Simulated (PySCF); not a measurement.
All of these have the formula C7H12Ge. Level of theory: TDDFT CAM-B3LYP/def2-SVPD, vertical, gas phase, core orbitals frozen in the response in PySCF. Geometries: PBE0-D3(BJ)/def2-SVP; one conformer of each isolated species. Triplets are in the Tamm–Dancoff approximation. Relativistic effects are left out although some hold elements past zinc.

**Question.** Rank by computed lowest singlet excitation energy, lowest first.
A. `CC#C[C@H]1C[CH2][GeH2][CH2]1`
B. `CC#C[C@@H]1CC[CH2][GeH2]1`
C. `C=C[CH2][GeH]1[CH2]C=C[CH2]1`
D. `CCCC1=[CH][GeH2][CH]=C1`

**Answer.** D (4.59 eV), B (6.06 eV), A (6.43 eV), C (6.63 eV).

```csv
SMILES,S1 (eV),first f ≥ 0.01 (nm),gap (eV),HOMO (eV),α (au),f (S1),S1 mainly
CCCC1=[CH][GeH2][CH]=C1,4.59,270,7.69,-7.84,112.2,0.051,H→L (97%)
CC#C[C@@H]1CC[CH2][GeH2]1,6.06,192,8.97,-7.88,112.2,0.003,H→L (32%)
CC#C[C@H]1C[CH2][GeH2][CH2]1,6.43,187,9.48,-8.38,113.3,0.001,H→L+7 (15%)
C=C[CH2][GeH]1[CH2]C=C[CH2]1,6.63,187,9.40,-8.19,111.0,0.325,H→L (75%)
```

H and L stand for HOMO and LUMO.
